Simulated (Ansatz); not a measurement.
Coupled-cluster run, C$_{2}$H$_{7}$ClSn (`C[CH](Cl)[SnH3]`).

```yaml
crystal:
  periodic: [false, false, false]
  atoms:
    - {symbol: C, position_ang: [0.240851, 1.349148, 0.627924]}
    - {symbol: C, position_ang: [0.390276, -0.154148, 0.634412]}
    - {symbol: Cl, position_ang: [2.127392, -0.607453, 0.546296]}
    - {symbol: Sn, position_ang: [-0.633003, -1.141519, -1.001060]}
    - {symbol: H, position_ang: [0.790986, 1.802901, 1.456840]}
    - {symbol: H, position_ang: [-0.814850, 1.617916, 0.731729]}
    - {symbol: H, position_ang: [0.613699, 1.784732, -0.301441]}
    - {symbol: H, position_ang: [0.033625, -0.573651, 1.575383]}
    - {symbol: H, position_ang: [-2.302298, -0.771676, -0.914019]}
    - {symbol: H, position_ang: [0.019589, -0.538608, -2.455793]}
    - {symbol: H, position_ang: [-0.400867, -2.824443, -0.879570]}
basis:
  gaussian: {orbitals: def2-TZVPP}
correlation: {method: ccsd_t}
```

```sh
$ ansatz run in.yaml --threads 4 --pin off --events-out ev --progress --plain --max-ram 10444MiB
```

The program prints (abridged):

```
Functional definition: HF
1622 factors; integrals over basis functions are off by at most 1.1e-3 eV
mean field evaluation 1: about -20478.7764 eV, gradient 2.6e1 eV
mean field evaluation 2: about -20478.9898 eV, gradient 2.6e1 eV
mean field evaluation 4: about -20481.1891 eV, gradient 3.6e0 eV
mean field evaluation 8: about -20481.2316 eV, gradient 2.3e-1 eV
mean field -20481.23183418 eV, -752.6713872285 hartree, gradient 1.9e-6 eV, S^2 0.000000; 0 other end points of the search recorded, 0 dependent functions left out
11 core orbitals not correlated: weight in the atoms' cores, before any rotation towards them, 1.000 or more for the frozen orbitals, at most 0.000 for the correlated occupied ones
reference -20481.23183418 eV, -752.6713872285 hartree; 18, 18 occupied and 223, 223 virtual orbitals, 1622 factors
second order -24.05869447 eV of doubles, -0.00000000 eV of singles
cycle   1  -24.52532647 eV  change   -4.7e-1 eV  update   1.1e-1
cycle   2  -25.17223203 eV  change   -6.5e-1 eV  update   3.1e-2
cycle   3  -25.26500059 eV  change   -9.3e-2 eV  update   1.4e-2
cycle   4  -25.25569802 eV  change    9.3e-3 eV  update   3.4e-3
cycle   5  -25.25439645 eV  change    1.3e-3 eV  update   1.3e-3
cycle   6  -25.25445436 eV  change   -5.8e-5 eV  update   4.1e-4
cycle   7  -25.25434472 eV  change    1.1e-4 eV  update   1.6e-4
cycle   8  -25.25434660 eV  change   -1.9e-6 eV  update   5.5e-5
cycle   9  -25.25437231 eV  change   -2.6e-5 eV  update   2.1e-5
perturbative correction -0.92961013 eV, -0.0341625422 hartree
Total energy: -20507.41581662 eV, -753.6336308352 hartree
```

Run time 3 min (4 threads of an Arm Neoverse V2 on a shared host); peak host memory 5.9 GiB.

The correlation energy is -26.184 eV, 3.6 % of it from (T); the T1 diagnostic reads 0.0116.
